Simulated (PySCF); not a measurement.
A structure optimised at PBE-D3(BJ)/def2-SVP, used in a PySCF frequency run:

```xyz
14

C      2.9227    -0.3071    -0.1967
O      1.5451    -0.4144     0.0820
C      0.9431     0.8225     0.4209
Si    -0.9014     0.4384     0.7184
C     -1.5861    -0.5161    -0.8349
O     -2.7781    -0.6340    -1.0556
H      3.1221     0.3747    -1.0595
H      3.4963     0.0775     0.6817
H      3.2957    -1.3188    -0.4494
H      1.0507     1.5747    -0.4038
H      1.4180     1.2868     1.3231
H     -1.0644    -0.4572     1.9155
H     -1.6955     1.6989     0.9207
H     -0.8165    -0.9818    -1.5334
```
Charge 0, spin multiplicity 1.

### Question
Write its SMILES and formula.

### Answer
COC[SiH2]C=O, C3H8O2Si

### Question
What are its rotational constants (standard atomic weights)?

### Answer
5.9507, 1.3099, 1.1280 GHz
